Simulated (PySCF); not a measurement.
# Basis-set dependence of excited states

CHBF2S.
InChI=1S/CHBF2S/c3-2(4)1-5/h1H

TDDFT with PBE0 (PySCF), vertical singlets, core orbitals frozen in the response, spherical d and f functions. Geometry: PBE0-D3(BJ)/def2-SVP; no solvent, vibrations or thermal averaging.

**Question.** Compare 6-31G*, def2-SVP, 6-31+G*, def2-SVPD, aug-cc-pVDZ, def2-TZVP, def2-TZVPD and aug-cc-pVTZ for this molecule.

**Answer.** 

```
      basis  functions  diffuse  S1 (eV)  S2 (eV)  S3 (eV)  S4 (eV)  S5 (eV)  LUMO (eV)  α (au)
     6-31G*         76       no     1.64     5.81     6.04     6.68     7.03      -3.38    34.3
   def2-SVP         79       no     1.56     5.84     6.03     6.70     6.84      -3.46    33.7
    6-31+G*         96      yes     1.59     5.82     5.88     5.95     6.57      -3.67    40.6
  def2-SVPD        121      yes     1.57     5.83     5.88     6.14     6.56      -3.72    45.8
aug-cc-pVDZ        128      yes     1.59     5.79     5.79     5.87     6.43      -3.64    45.7
  def2-TZVP        167       no     1.57     5.77     5.83     6.53     6.65      -3.60    41.5
 def2-TZVPD        209      yes     1.57     5.77     5.79     5.89     6.49      -3.64    46.5
aug-cc-pVTZ        257      yes     1.59     5.77     5.77     5.84     6.45      -3.64    46.5
```

States are compared by their number. Against the largest diffuse basis here (aug-cc-pVTZ, itself not a converged limit), sets without diffuse functions differ by up to 0.06 eV in S1 and 0.59 eV in S5; the smaller diffuse sets differ by up to 0.02 and 0.12 eV. State by state, the largest deviation of a set without diffuse functions is S1 0.06, S2 0.07, S3 0.27, S4 0.86, S5 0.59 eV. The same number needn't mean the same state in each row. Against aug-cc-pVTZ the polarisability deviates by -26% in 6-31G*, -27% in def2-SVP, -13% in 6-31+G*, -1% in def2-SVPD, -2% in aug-cc-pVDZ, -11% in def2-TZVP, 0% in def2-TZVPD. A single + in a Pople set puts diffuse functions on heavy atoms only.
